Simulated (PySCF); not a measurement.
CH₇NOSi, SMILES C[Si@H](N)O.

The structure is a stationary point at B3LYP-D3(BJ)/def2-SVP. The structure was generated by enumeration; whether it is a known compound was not checked. The values are those of a single conformer.

Computed with B3LYP-D3(BJ)/def2-SVP run with PySCF.

Frequencies are harmonic and unscaled.

Task: List the normal modes with their intensities. (An estimate is asked for; the answer gives what the named calculation found.)

Result: 
```json
[
 {"mode": "1", "ν (cm⁻¹)": "144", "IR (km/mol)": "0.5", "moving atoms (share of kinetic energy)": "H 97 %"},
 {"mode": "2", "ν (cm⁻¹)": "177", "IR (km/mol)": "16.1", "moving atoms (share of kinetic energy)": "H 62 %, O 17 %, N 12 %"},
 {"mode": "3", "ν (cm⁻¹)": "218", "IR (km/mol)": "11.0", "moving atoms (share of kinetic energy)": "H 62 %, C 15 %, O 9 %"},
 {"mode": "4", "ν (cm⁻¹)": "230", "IR (km/mol)": "32.5", "moving atoms (share of kinetic energy)": "H 59 %, N 18 %, C 10 %"},
 {"mode": "5", "ν (cm⁻¹)": "296", "IR (km/mol)": "33.5", "moving atoms (share of kinetic energy)": "H 36 %, Si 31 %, O 14 %, N 11 %, C 8 %"},
 {"mode": "6", "ν (cm⁻¹)": "348", "IR (km/mol)": "90.3", "moving atoms (share of kinetic energy)": "H 74 %, O 13 %, N 8 %"},
 {"mode": "7", "ν (cm⁻¹)": "407", "IR (km/mol)": "170.3", "moving atoms (share of kinetic energy)": "H 66 %, N 18 %, O 11 %"},
 {"mode": "8", "ν (cm⁻¹)": "647", "IR (km/mol)": "2.4", "moving atoms (share of kinetic energy)": "H 76 %, C 18 %"},
 {"mode": "9", "ν (cm⁻¹)": "668", "IR (km/mol)": "12.8", "moving atoms (share of kinetic energy)": "H 45 %, C 33 %, Si 13 %"},
 {"mode": "10", "ν (cm⁻¹)": "744", "IR (km/mol)": "21.4", "moving atoms (share of kinetic energy)": "H 71 %, C 15 %"},
 {"mode": "11", "ν (cm⁻¹)": "807", "IR (km/mol)": "89.6", "moving atoms (share of kinetic energy)": "H 41 %, O 39 %, Si 8 %"},
 {"mode": "12", "ν (cm⁻¹)": "816", "IR (km/mol)": "9.6", "moving atoms (share of kinetic energy)": "H 51 %, N 31 %, Si 12 %"},
 {"mode": "13", "ν (cm⁻¹)": "856", "IR (km/mol)": "77.5", "moving atoms (share of kinetic energy)": "H 73 %, Si 11 %, N 9 %"},
 {"mode": "14", "ν (cm⁻¹)": "906", "IR (km/mol)": "20.0", "moving atoms (share of kinetic energy)": "H 56 %, O 21 %, Si 18 %"},
 {"mode": "15", "ν (cm⁻¹)": "925", "IR (km/mol)": "225.4", "moving atoms (share of kinetic energy)": "H 64 %, Si 23 %"},
 {"mode": "16", "ν (cm⁻¹)": "956", "IR (km/mol)": "315.9", "moving atoms (share of kinetic energy)": "H 55 %, Si 29 %"},
 {"mode": "17", "ν (cm⁻¹)": "1273", "IR (km/mol)": "35.6", "moving atoms (share of kinetic energy)": "H 77 %, C 22 %"},
 {"mode": "18", "ν (cm⁻¹)": "1435", "IR (km/mol)": "3.0", "moving atoms (share of kinetic energy)": "H 96 %"},
 {"mode": "19", "ν (cm⁻¹)": "1437", "IR (km/mol)": "3.0", "moving atoms (share of kinetic energy)": "H 96 %"},
 {"mode": "20", "ν (cm⁻¹)": "1543", "IR (km/mol)": "53.8", "moving atoms (share of kinetic energy)": "H 89 %, N 11 %"},
 {"mode": "21", "ν (cm⁻¹)": "2224", "IR (km/mol)": "183.2", "moving atoms (share of kinetic energy)": "H 97 %"},
 {"mode": "22", "ν (cm⁻¹)": "3025", "IR (km/mol)": "3.2", "moving atoms (share of kinetic energy)": "H 97 %"},
 {"mode": "23", "ν (cm⁻¹)": "3111", "IR (km/mol)": "10.0", "moving atoms (share of kinetic energy)": "H 91 %, C 9 %"},
 {"mode": "24", "ν (cm⁻¹)": "3123", "IR (km/mol)": "6.7", "moving atoms (share of kinetic energy)": "H 91 %, C 9 %"},
 {"mode": "25", "ν (cm⁻¹)": "3570", "IR (km/mol)": "20.1", "moving atoms (share of kinetic energy)": "H 96 %"},
 {"mode": "26", "ν (cm⁻¹)": "3662", "IR (km/mol)": "21.2", "moving atoms (share of kinetic energy)": "H 91 %, N 9 %"},
 {"mode": "27", "ν (cm⁻¹)": "3859", "IR (km/mol)": "62.7", "moving atoms (share of kinetic energy)": "H 94 %"}
]
```
